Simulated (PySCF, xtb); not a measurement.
CH4OSZn, SMILES C[O][Zn][SH].

GFN2-xTB run with xtb at its own geometry gives an orbital gap of 2.57 eV and a dipole moment of 3.58 D.

Geometry: r2SCAN-D4/def2-SVP. One conformer was computed; it need not be the lowest.

### Question
What does M06-2X/def2-TZVP (PySCF) give? (Estimate from the structure and the level; the computed values follow.)

### Answer
gap 8.26 eV (levels -8.67 and -0.41 eV), dipole 1.29 D.
